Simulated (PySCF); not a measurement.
C3H7GeN.
Numbering: `[CH:1]#[C:2][GeH2:3][CH2:4][NH2:5]` (hydrogens: H6 on C1; H7, H8 on Ge3; H9, H10 on C4; H11, H12 on N5)

Geometry (PBE0-D3(BJ)/def2-SVP, Å), atoms numbered from 1 in this order:
```
atom  x, y, z in Å
C1     2.748   -0.479   -0.112
C2     1.760    0.192    0.121
Ge3    0.159    1.172    0.476
C4    -1.309   -0.122    0.370
N5    -1.294   -0.749   -0.934
H6     3.628   -1.062   -0.320
H7     0.276    1.791    1.881
H8     0.029    2.272   -0.587
H9    -2.245    0.447    0.501
H10   -1.230   -0.805    1.242
H11   -2.055   -1.417   -1.032
H12   -0.428   -1.267   -1.072
```

Level: CAM-B3LYP/def2-SVPD in PySCF, non-relativistic, on one gas-phase PBE0-D3(BJ)/def2-SVP geometry that isn't relaxed in the solvent. The solvent is an IEF-PCM continuum (van der Waals radii × 1.2), and excitations are vertical TDDFT with non-equilibrium linear response and a frozen core. Only the electrostatic response of the medium enters. Spin–orbit coupling is left out although an atom past zinc is present.

Gas-phase singlets (H = HOMO, L = LUMO):

| state | E (eV) | λ (nm) | f | leading configuration |
| --- | --- | --- | --- | --- |
| S1 | 6.104 | 203 | 0.001 | H-1→L 26% |
| S2 | 6.197 | 200 | 0.008 | H→L 61% |
| S3 | 6.373 | 195 | 0.002 | H-2→L+2 25% |
| S4 | 6.418 | 193 | 0.005 | H-2→L 23% |
| S5 | 6.972 | 178 | 0.026 | H→L+2 31% |

Task: What are the lowest 5 singlets in chloroform (ε = 4.711)?

Result: 
```csv
state,E (eV),λ (nm),f,leading configuration,change by rank (eV)
S1,6.158,201,0.001,H-1→L 25%,+0.054
S2,6.267,198,0.014,H→L 59%,+0.070
S3,6.401,194,0.003,H-1→L 22%,+0.028
S4,6.480,191,0.007,H-2→L 21%,+0.062
S5,7.037,176,0.029,H→L+2 40%,+0.065
```

Task: The ground-state energy changes by -0.166 eV from gas to chloroform. By how much does the total energy of gas-phase S2 change?

Result: E(S2) = E(S0) + excitation energy, so it changes by -0.166 + 0.070 = -0.096 eV: it is lowered less than the ground state, which is what a blue shift means. This is the vertical state, with the slow part of the continuum still set for S0.

Task: How do the frontier levels move from gas to chloroform?

Result: 
```
orbital  gas (eV)  solvent (eV)  change (eV)                   Löwdin shares, gas               Löwdin shares, solvent
 LUMO+2      1.41          1.41         0.00   C1 28 %, C2 24 %, Ge3 23 %, H7 8 %   C1 29 %, C2 25 %, Ge3 23 %, H7 8 %
 LUMO+1      1.33          1.33         0.00  Ge3 30 %, C1 24 %, C2 19 %, H8 10 %   Ge3 29 %, C1 25 %, C2 20 %, H8 9 %
   LUMO      0.96          1.02        +0.06  Ge3 28 %, C1 14 %, C4 12 %, C2 12 %  Ge3 29 %, C1 16 %, C2 14 %, C4 10 %
   HOMO     -8.40         -8.37        +0.03   N5 55 %, C4 16 %, H10 7 %, H11 5 %   N5 54 %, C4 17 %, H10 7 %, Ge3 6 %
 HOMO-1     -9.40         -9.47        -0.07    C2 39 %, C1 39 %, Ge3 8 %, H8 5 %    C2 38 %, C1 38 %, Ge3 9 %, H8 6 %
 HOMO-2     -9.46         -9.49        -0.03     C2 35 %, C1 35 %, C4 8 %, N5 7 %     C2 33 %, C1 33 %, C4 9 %, N5 8 %
 HOMO-3    -10.63        -10.57        +0.06  C4 26 %, Ge3 19 %, N5 14 %, C2 13 %  C4 24 %, Ge3 18 %, C2 15 %, N5 13 %
```

The HOMO–LUMO gap goes from 9.35 to 9.39 eV.

Hardware: one thread of an Arm Neoverse V2, no GPU, shared host. This is the whole response run at CAM-B3LYP/def2-SVPD in chloroform, SCF included.
